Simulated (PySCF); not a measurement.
Compound: C2H5FO2Si.
SMILES with atom numbers: `[OH:1][SiH2:2][O:3]/[CH:4]=[CH:5]/[F:6]` (hydrogens: H7 on O1; H8, H9 on Si2; H10 on C4; H11 on C5)

Method: PBE0-D3(BJ)/def2-SVP geometry optimisation, gas phase in PySCF 2.14.0.

(1) What internal coordinates does the optimisation give?

Answers

(1) 
| bond | length (pm) | order |
| --- | --- | --- |
| O1–Si2 | 165.4 | single |
| Si2–O3 | 167.4 | single |
| O3–C4 | 135.3 | single |
| C4=C5 | 133.3 | double |
| C5–F6 | 133.2 | single |
| O1–H7 | 96.2 | single |
| Si2–H8, Si2–H9 | 148.4 | single |
| C4–H10 | 109.7 | single |
| C5–H11 | 109.3 | single |

Bonds in one row agree within 1 pm and their mean is given. Orders are formal, as drawn. A selection of angles:
| angle | degrees |
| --- | --- |
| Si2–O1–H7 | 117.6 |
| O1–Si2–O3 | 112.1 |
| O1–Si2–H8 | 112.9 |
| O1–Si2–H9 | 104.9 |
| O3–Si2–H8 | 103.1 |
| O3–Si2–H9 | 109.9 |
| H8–Si2–H9 | 114.0 |
| Si2–O3–C4 | 125.7 |
| O3–C4–C5 | 121.2 |
| O3–C4–H10 | 118.7 |
| C5–C4–H10 | 120.1 |
| C4–C5–F6 | 120.8 |
| C4–C5–H11 | 124.4 |
| F6–C5–H11 | 114.8 |

Dihedral angles: O1–Si2–O3–C4 65° (synclinal); Si2–O3–C4–C5 -178° (antiperiplanar); O3–C4–C5–F6 180° (antiperiplanar); H7–O1–Si2–O3 64° (synclinal). The mirror-image conformer, all signs reversed, is as good.

Si2 (oxygen-bound silicon) is distorted tetrahedral (angles from 103.1° to 114.0°).

Point group: C1 (no symmetry element, even within 0.4 Å). No PBE0-D3(BJ)/def2-SVP frequencies stand behind this structure, so it isn't proved a minimum. One conformer, not necessarily the lowest (H–O1–Si2–O3 64°, O1–Si2–O3–C4 65°, Si2–O3–C4–C5 -178°).

Time: 32 s; peak memory 0.46 GiB. Hardware: one thread, AMD EPYC 7B13 (x86_64), on a shared host. These figures are those of the optimisation.
